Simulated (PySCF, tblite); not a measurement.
Isomers of C5H5N2Si (doublet state), one GFN2-xTB conformer each. Single-point energies are computed at B3LYP/pcH-1 (PySCF, gas phase, no added dispersion term), electronic only. GFN2-xTB treats the open shell by occupation alone, and not every SCF solution was tested for stability.

```csv
SMILES,GFN2-xTB relative energy (kJ/mol)
N#C[SiH2][C@H]1C[C]1C#N,0.0
N#C[SiH2][C]1C[C@@H]1C#N,22.1
```

Conformers: `[N:1]#[C:2][SiH2:3][C@H:4]1[CH2:5][C:6]1[C:7]#[N:8]` (doublet state) with C2–Si3–C4–C5 103°; `[N:1]#[C:2][SiH2:3][C:4]1[CH2:5][C@@H:6]1[C:7]#[N:8]` (doublet state) with C2–Si3–C4–C5 -50°.

**Question.** What does B3LYP/pcH-1 give for the same structures?

**Answer.** 
```
                  SMILES  B3LYP/pcH-1 E (Eh)  B3LYP/pcH-1 (kJ/mol)  GFN2-xTB (kJ/mol)  point group
 N#C[SiH2][C@H]1C[C]1C#N          -592.45016                   0.0                0.0           C1
N#C[SiH2][C]1C[C@@H]1C#N          -592.44557                  12.1               22.1           C1
```

Both levels put the same isomer lowest. Neighbours under 21 kJ/mol apart (N#C[SiH2][C@H]1C[C]1C#N and N#C[SiH2][C]1C[C@@H]1C#N) can change places with a better method, another conformer or zero-point energy.

**Question.** What happens when harmonic zero-point energies from GFN2-xTB frequencies are added?

**Answer.** 
```json
{"SMILES": "N#C[SiH2][C@H]1C[C]1C#N", "ZPE (kJ/mol)": "210.5", "electronic (kJ/mol)": "0.0", "with ZPE (kJ/mol)": "0.0"}
{"SMILES": "N#C[SiH2][C]1C[C@@H]1C#N", "ZPE (kJ/mol)": "210.6", "electronic (kJ/mol)": "12.1", "with ZPE (kJ/mol)": "12.2"}
```

The zero-point energies span 0.1 kJ/mol. The order is unchanged.
